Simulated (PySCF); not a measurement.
C3H10Si3, SMILES C=C1[SiH2][SiH2][C@H]1[SiH3]. Geometry optimised at B3LYP-D3(BJ)/def2-SVP. The structure was generated by enumeration; whether it is a known compound was not checked.

Task: Give the equilibrium geometry at B3LYP-D3(BJ)/def2-SVP (PySCF confirms it by a frequency run) as a Z-matrix. (Estimate from the structure and the level; the computed values follow.)

Result: 
```
C
H 1 1.1045
C 1 1.5348 2 113.12
C 3 1.3400 1 125.88 2 29.67
H 4 1.0943 3 121.63 1 -177.60
H 4 1.0972 5 116.55 3 -179.50
Si 1 1.8960 2 106.94 3 122.41
H 7 1.4920 1 110.35 2 -62.15
H 7 1.4928 8 108.76 1 120.22
H 7 1.4932 8 109.26 9 118.48
Si 3 1.9099 4 130.34 5 -7.74
H 11 1.4917 3 115.74 4 -34.76
H 11 1.4930 12 108.85 3 -130.39
Si 1 1.9320 2 115.16 3 -111.95
H 14 1.4922 1 112.39 2 24.20
H 14 1.4923 15 109.18 1 129.86
```
